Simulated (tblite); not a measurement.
Species: C₆H₁₄N₂Si.
Atom-mapped SMILES: `[CH2:1]=[C:2]1[SiH2:3][N:4]([CH3:5])[CH2:6][C@@H:7]1[CH2:8][NH2:9]` (hydrogens: H10, H11 on C1; H12, H13 on Si3; H14, H15, H16 on C5; H17, H18 on C6; H19 on C7; H20, H21 on C8; H22, H23 on N9)

Geometry (GFN2-xTB, Å), atoms numbered from 1 in this order:
```xyz
23
C6H14N2Si angstrom
C      1.068    2.390   -0.008
C      0.364    1.269    0.014
Si    -1.281    0.940    0.860
N     -1.487   -0.513   -0.028
C     -2.681   -1.300   -0.116
C     -0.536   -0.699   -1.104
C      0.762    0.017   -0.720
C      1.600   -0.867    0.217
N      2.896   -0.258    0.466
H      1.976    2.494   -0.583
H      0.758    3.257    0.552
H     -1.250    0.633    2.296
H     -2.246    2.022    0.612
H     -3.261   -1.064   -1.018
H     -2.436   -2.367   -0.143
H     -3.301   -1.104    0.754
H     -0.364   -1.772   -1.254
H     -0.929   -0.291   -2.048
H      1.366    0.239   -1.604
H      1.015   -1.044    1.136
H      1.783   -1.834   -0.262
H      2.767    0.677    0.842
H      3.413   -0.800    1.149
```

Level: GFN2-xTB in tblite, geometry and Hessian alike; calculated harmonic values, unscaled, isolated species. This tight-binding method is rough: wavenumbers can miss measured ones by several per cent, in bad cases by 10 to 20. Modes of hydrogen on silicon can be 10 to 20 % off. One conformer, not necessarily the lowest.

Harmonic wavenumbers (cm⁻¹): 73.0, 78.7, 113.5, 144.3, 182.1, 217.5, 256.7, 274.1, 295.5, 336.0, 377.4, 402.3, 422.4, 515.0, 565.5, 633.4, 652.5, 695.1, 721.1, 734.5, 830.3, 863.4, 907.0, 914.5, 941.5, 994.4, 1018.3, 1067.8, 1083.0, 1106.8, 1128.0, 1133.1, 1177.1, 1210.4, 1217.6, 1234.6, 1254.1, 1279.9, 1298.0, 1351.6, 1365.2, 1421.2, 1421.6, 1484.8, 1485.9, 1502.6, 1509.9, 1557.4, 1703.3, 2179.4, 2223.3, 2818.8, 2840.9, 2881.2, 2910.4, 2932.3, 2939.4, 2951.9, 3032.8, 3061.4, 3099.9, 3375.0, 3410.8.

A = 2091, B = 1083, C = 846.5 MHz; mass 142.093 u (most abundant isotopes); point group C1, symmetry number 1.

Zero-point energy?

Half the sum of the wavenumbers: 41906 cm⁻¹ = 501.30 kJ/mol.

What is S at 200 K and 1 bar for an ideal gas of classical rigid rotors and harmonic oscillators?

Translation 162.37, rotation 118.48, vibration 82.07: S = 362.9 J/(mol K).

And Cp and H(200 K) − H(0)?

Cp = 133.54 J/(mol K), of which vibrations give 100.28 (their classical limit is 63 R = 523.8); H(200 K) − H(0) = 16.23 kJ/mol without the zero-point energy, 9.58 from vibrations.

What must be added to the electronic energy to get the Gibbs energy at 200 K and 1 bar?

ZPE + [H(200 K) − H(0)] − T·S = 501.30 + 16.23 − 72.58 = 444.95 kJ/mol.

Which modes carry the vibrational entropy at 200 K?

73.0 cm⁻¹: 13.76; 78.7 cm⁻¹: 13.15; 113.5 cm⁻¹: 10.23; 144.3 cm⁻¹: 8.37; 182.1 cm⁻¹: 6.64; 217.5 cm⁻¹: 5.39 J/(mol K); the other 57 give 24.53 together.

Hindered rotation and anharmonicity are outside this model. Other conformers, if any are populated, would add a mixing term that is left out. The structure is chiral; the term R ln 2 for an equal mix with its mirror image is left out.
